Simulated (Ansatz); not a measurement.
Reaction (cleavage of the B–Si bond): `C=C[SiH2]BN` + `O[SiH3]` → `NBO[SiH3]` + `C=C[SiH3]`

Calculated with Ansatz (gas phase, PBE0-D4/def2-TZVP geometries, no zero-point term in ΔE). CCSD(T)/CBS adds triple-zeta CCSD(T) − MP2 to the extrapolated MP2 energy (def2 sets, frozen cores). DFT in def2-TZVPP. One conformer a species, not always the lowest.

```csv
level,ΔE (kcal/mol)
PBE-D4,-29.8
CCSD/CBS(def2),-33.8
```

Problem. What does CCSD(T)/CBS give? (An estimate is asked.)

Solution. Ansatz gave: -33.0 kcal/mol. The listed levels differ from it by 3.2, -0.8 kcal/mol.

Largest T1 diagnostic among the species: 0.013.

From PBE to PBE0 (25 % exact exchange), in def2-TZVPP and without D4, ΔE moves by −1.6 kcal/mol. In def2-TZVPP, CCSD(T) changes the Hartree–Fock value by +6.2 kcal/mol (the triples alone add +0.8 kcal/mol) and MP2 by +5.3 kcal/mol.
